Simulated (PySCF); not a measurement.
methylenecyclopropane (C4H6), singlet, at a GFN2-xTB geometry, with bond 7-3 at 2.4 times its length; CASSCF(6,5)/6-31G run with PySCF.

Input for PySCF:
```python
from pyscf import gto, scf, mcscf
import numpy

mol = gto.M(
    atom='''
C    -0.001293   -0.002752    0.320815
C     0.004760   -0.750843   -0.937433
C     0.002744    0.766812   -0.924425
C    -0.006562   -0.013963    1.627915
H    -0.897060   -1.263299   -1.242085
H     0.910337   -1.260961   -1.234780
H     2.172853    2.008917   -1.616915
H    -0.900441    1.282018   -1.220268
H    -0.007627   -0.936362    2.186569
H    -0.010064    0.898719    2.202298
''',
    basis='6-31g',
    charge=0,
    spin=0,
    verbose=4,
)

mf = scf.RHF(mol)
mf.kernel()
mc = mcscf.CASSCF(mf, 5, 6)
mc.kernel()
occ = numpy.linalg.eigvalsh(mc.fcisolver.make_rdm1(mc.ci, mc.ncas, mc.nelecas))[::-1]
ss = mc.fcisolver.spin_square(mc.ci, mc.ncas, mc.nelecas)[0]
print('natural occupations', occ.round(4), ' <S^2>', round(ss, 4))
```

What the program printed (banner, timings and long lists left out):

```
PySCF version 2.14.0

[INPUT] verbose = 4
[INPUT] num. atoms = 10
[INPUT] num. electrons = 30
[INPUT] charge = 0
[INPUT] spin (= nelec alpha-beta = 2S) = 0
[INPUT] symmetry False subgroup None
[INPUT] Mole.unit = angstrom
[INPUT] Symbol           X                Y                Z      unit          X                Y                Z       unit  Magmom
[...]
nuclear repulsion = 106.663843911942
number of shells = 32
number of NR pGTOs = 112
number of NR cGTOs = 48
basis = 6-31g
ecp = {}

******** <class 'pyscf.scf.hf.RHF'> ********
method = RHF
initial guess = minao
damping factor = 0
level_shift factor = 0
DIIS = <class 'pyscf.scf.diis.CDIIS'>
diis_start_cycle = 1
diis_space = 8
diis_damp = 0
SCF conv_tol = 1e-09
SCF conv_tol_grad = None
SCF max_cycles = 50
direct_scf = True
direct_scf_tol = 1e-13
Set gradient conv threshold to 3.16228e-05
Initial guess from minao.
init E= -155.523587692335
[...]
cycle= 1 E= -154.524857548427  delta_E= 0.999  |g|= 0.37  |ddm|= 2.78
[...]
cycle= 2 E= -154.568882529067  delta_E= -0.044  |g|= 0.217  |ddm|= 0.752
[...]
cycle= 3 E= -154.584942137815  delta_E= -0.0161  |g|= 0.0773  |ddm|=  0.3
[...]
cycle= 4 E= -154.587384278834  delta_E= -0.00244  |g|= 0.0163  |ddm|= 0.143
[...]
cycle= 5 E= -154.587522986646  delta_E= -0.000139  |g|= 0.00589  |ddm|= 0.0277
[...]
cycle= 6 E= -154.587554802674  delta_E= -3.18e-05  |g|= 0.00146  |ddm|= 0.0161
[...]
cycle= 7 E= -154.587557684813  delta_E= -2.88e-06  |g|= 0.000575  |ddm|= 0.00519
[...]
cycle= 8 E= -154.587557975289  delta_E= -2.9e-07  |g|= 0.000186  |ddm|= 0.00148
[...]
cycle= 9 E= -154.587558014789  delta_E= -3.95e-08  |g|= 6.55e-05  |ddm|= 0.00059
[...]
cycle= 10 E= -154.587558021151  delta_E= -6.36e-09  |g|= 2.68e-05  |ddm|= 0.000232
[...]
cycle= 11 E= -154.587558022088  delta_E= -9.37e-10  |g|= 1.04e-05  |ddm|= 8.57e-05
[...]
Extra cycle  E= -154.5875580222  delta_E= -1.12e-10  |g|= 6.29e-06  |ddm|= 2.14e-05
converged SCF energy = -154.5875580222

******** <class 'pyscf.mcscf.mc1step.CASSCF'> ********
CAS (3e+3e, 5o), ncore = 12, nvir = 31
max_cycle_macro = 50
max_cycle_micro = 4
conv_tol = 1e-07
conv_tol_grad = None
orbital rotation max_stepsize = 0.02
orbital rotation threshold for CI restart = 0.01
augmented hessian ah_max_cycle = 30
augmented hessian ah_conv_tol = 1e-12
augmented hessian ah_linear dependence = 1e-14
augmented hessian ah_level shift = 1e-08
augmented hessian ah_start_tol = 2.5
augmented hessian ah_start_cycle = 3
augmented hessian ah_grad_trust_region = 3
kf_trust_region = 3
kf_interval = 4
ci_response_space = 4
ci_grad_trust_region = 3
with_dep4 0
natorb = False
canonicalization = True
sorting_mo_energy = False
ao2mo_level = 2
internal_rotation = False
******** <class 'pyscf.fci.direct_spin1.FCISolver'> ********
max. cycles = 50
conv_tol = 1e-08
davidson only = False
linear dependence = 1e-12
level shift = 0.001
max iter space = 12
nroots = 1
pspace_size = 400
spin = None
CASCI E = -154.676940580225  S^2 = 0.0000000
Set conv_tol_grad to 0.000316228
macro iter   1 ( 21 JK    4 micro), CASSCF E = -154.712936648781  dE = -3.59960686e-02  S^2 = 0.0000000
               |grad[o]|=0.115  |grad[c]|=0.0537  |ddm|=0.0899  |maxRot[o]|=0.256
macro iter   2 ( 21 JK    4 micro), CASSCF E = -154.715082269358  dE = -2.14562058e-03  S^2 = 0.0000000
               |grad[o]|=0.0407  |grad[c]|=0.0237  |ddm|=0.0149  |maxRot[o]|=0.197
macro iter   3 ( 21 JK    4 micro), CASSCF E = -154.715161544855  dE = -7.92754972e-05  S^2 = 0.0000000
               |grad[o]|=0.0108  |grad[c]|=0.00926  |ddm|=0.00364  |maxRot[o]|=0.0418
macro iter   4 ( 21 JK    4 micro), CASSCF E = -154.715176307558  dE = -1.47627035e-05  S^2 = 0.0000000
               |grad[o]|=0.00403  |grad[c]|=0.0118  |ddm|=0.00387  |maxRot[o]|=0.0296
macro iter   5 (  7 JK    2 micro), CASSCF E = -154.715292407827  dE = -1.16100269e-04  S^2 = 0.0000000
               |grad[o]|=0.00298  |grad[c]|=0.00932  |ddm|=0.0036  |maxRot[o]|=0.0698
macro iter   6 (  7 JK    2 micro), CASSCF E = -154.715429236923  dE = -1.36829096e-04  S^2 = 0.0000000
               |grad[o]|=0.00241  |grad[c]|=0.0123  |ddm|=0.00301  |maxRot[o]|=0.0698
macro iter   7 (  7 JK    2 micro), CASSCF E = -154.715565542500  dE = -1.36305577e-04  S^2 = 0.0000000
               |grad[o]|=0.0019  |grad[c]|=0.0138  |ddm|=0.0022  |maxRot[o]|=0.0677
macro iter   8 (  7 JK    2 micro), CASSCF E = -154.715665524139  dE = -9.99816390e-05  S^2 = 0.0000000
               |grad[o]|=0.00147  |grad[c]|=0.0101  |ddm|=0.00137  |maxRot[o]|=0.0698
macro iter   9 (  7 JK    2 micro), CASSCF E = -154.715731416790  dE = -6.58926506e-05  S^2 = 0.0000000
               |grad[o]|=0.00108  |grad[c]|=0.00751  |ddm|=0.000968  |maxRot[o]|=0.0698
macro iter  10 (  7 JK    2 micro), CASSCF E = -154.715768093665  dE = -3.66768754e-05  S^2 = 0.0000000
               |grad[o]|=0.000713  |grad[c]|=0.00589  |ddm|=0.000799  |maxRot[o]|=0.0698
macro iter  11 (  6 JK    2 micro), CASSCF E = -154.715778567901  dE = -1.04742355e-05  S^2 = 0.0000000
               |grad[o]|=0.000347  |grad[c]|=0.00222  |ddm|=0.000516  |maxRot[o]|=0.0465
macro iter  12 ( 11 JK    3 micro), CASSCF E = -154.715766342191  dE =  1.22257097e-05  S^2 = 0.0000000
               |grad[o]|=0.000162  |grad[c]|=0.00552  |ddm|=0.000525  |maxRot[o]|=0.0569
macro iter  13 ( 21 JK    4 micro), CASSCF E = -154.715775461701  dE = -9.11951017e-06  S^2 = 0.0000000
               |grad[o]|=0.000776  |grad[c]|=0.00429  |ddm|=0.000778  |maxRot[o]|=0.0901
macro iter  14 ( 17 JK    4 micro), CASSCF E = -154.715777949425  dE = -2.48772318e-06  S^2 = 0.0000000
               |grad[o]|=0.000497  |grad[c]|=0.00262  |ddm|=0.000209  |maxRot[o]|=0.0557
macro iter  15 ( 12 JK    3 micro), CASSCF E = -154.715776230975  dE =  1.71845008e-06  S^2 = 0.0000000
               |grad[o]|=0.000497  |grad[c]|=0.00479  |ddm|=0.00127  |maxRot[o]|=0.0608
macro iter  16 ( 21 JK    4 micro), CASSCF E = -154.715776978109  dE = -7.47134067e-07  S^2 = 0.0000000
               |grad[o]|=0.000484  |grad[c]|=0.00103  |ddm|=0.000444  |maxRot[o]|=0.0575
macro iter  17 (  7 JK    2 micro), CASSCF E = -154.715780121101  dE = -3.14299257e-06  S^2 = 0.0000000
               |grad[o]|=0.000302  |grad[c]|=0.00108  |ddm|=0.00026  |maxRot[o]|=0.0291
macro iter  18 (  7 JK    1 micro), CASSCF E = -154.715780327389  dE = -2.06288320e-07  S^2 = 0.0000000
               |grad[o]|=0.000122  |grad[c]|=0.000201  |ddm|=0.000108  |maxRot[o]|=0.00735
macro iter  19 (  5 JK    1 micro), CASSCF E = -154.715780348132  dE = -2.07426467e-08  S^2 = 0.0000000
               |grad[o]|=3.87e-05  |grad[c]|=7.09e-05  |ddm|=6.41e-05  |maxRot[o]|=0.00213
1-step CASSCF converged in  19 macro (233 JK  52 micro) steps
CASSCF canonicalization
Density matrix diagonal elements [1.98991319 1.90303121 1.47925401 0.52957388 0.09822772]
CASSCF energy = -154.715780348132
CASCI E = -154.715780348132  E(CI) = -7.11036596863519  S^2 = 0.0000000
natural occupations [1.9987 1.9136 1.4652 0.5368 0.0857]  <S^2> 0.0
```
